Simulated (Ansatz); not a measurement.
The same ligand exchange along the group B, Al, In.

Calculated with Ansatz (gas phase, PBE0-D4/def2-TZVP geometries, no zero-point term in ΔE). CCSD(T)/CBS adds triple-zeta CCSD(T) − MP2 to the extrapolated MP2 energy (def2 sets, frozen cores). This one scheme is used for every species. DFT in def2-TZVPP. def2 core potentials past Kr. For In outer-core shells are correlated without core-valence functions, which leaves a few kJ/mol of doubt a bond. One conformer a species, not always the lowest.

```csv
reaction,CCSD(T)/CBS(def2) (kcal/mol)
`NBN` + HCl → `NBCl` + NH₃,-0.3
`[NH2][AlH][NH2]` + HCl → `[NH2][AlH][Cl]` + NH₃,-19.7
`[NH2][InH][NH2]` + HCl → `[NH2][InH][Cl]` + NH₃,?
```

Q: Fill in the missing values. (An estimate is asked.)

A: Computed: `[NH2][InH][NH2]` + HCl → `[NH2][InH][Cl]` + NH₃: -27.9 kcal/mol.

Largest T1 diagnostic: 0.015, for `[NH2][InH][NH2]`.
